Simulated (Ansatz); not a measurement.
Ru₃⁻ was relaxed with PBE-D4 (def2-TZVPD) in Ansatz in these states: charge -1 quartet, charge -1 sextet. The geometries follow in no particular order.

In the def2 sets Ru takes a core potential; there is no spin–orbit coupling.

A:

| atom | x (Å) | y (Å) | z (Å) |
| --- | --- | --- | --- |
| Ru1 | -1.099 | 1.311 | 0.548 |
| Ru2 | 0.434 | -1.356 | -1.096 |
| Ru3 | 0.666 | 0.045 | 0.548 |

B:

```xyz
3

Ru    0.998    0.451   -1.786
Ru   -1.111   -0.635    1.659
Ru    0.113    0.184    0.127
```

Problem. Judge from the bond lengths which geometry belongs to which state (an estimate).

Solution. A is the charge -1 sextet (Ru1–Ru3 2.172 Å, Ru2–Ru3 2.172 Å); B is the charge -1 quartet (Ru1–Ru3 2.124 Å, Ru2–Ru3 2.124 Å).

At PBE-D4/def2-TZVPD the highest occupied level of the charge -1 sextet lies above zero (up to 0.64 eV). It is a level of α spin, whose loss leaves a quintet; that state wasn't run at this geometry and level. The electron is either unbound and held by the finite basis, or the level is raised by self-interaction error. At PBE-D4/def2-TZVPD the highest occupied level of the charge -1 quartet lies above zero (up to 0.28 eV). It is a level of β spin, whose loss leaves a quintet; that state wasn't run at this geometry and level. The electron is either unbound and held by the finite basis, or the level is raised by self-interaction error. At PBE0-D4/def2-TZVPD a doublet lies 0.46 eV below the charge -1 sextet. At PBE0-D4/def2-TZVPD a doublet lies 0.73 eV below the charge -1 quartet. These are the stationary points nearest to one start from a short search; other shapes may lie lower in each state.
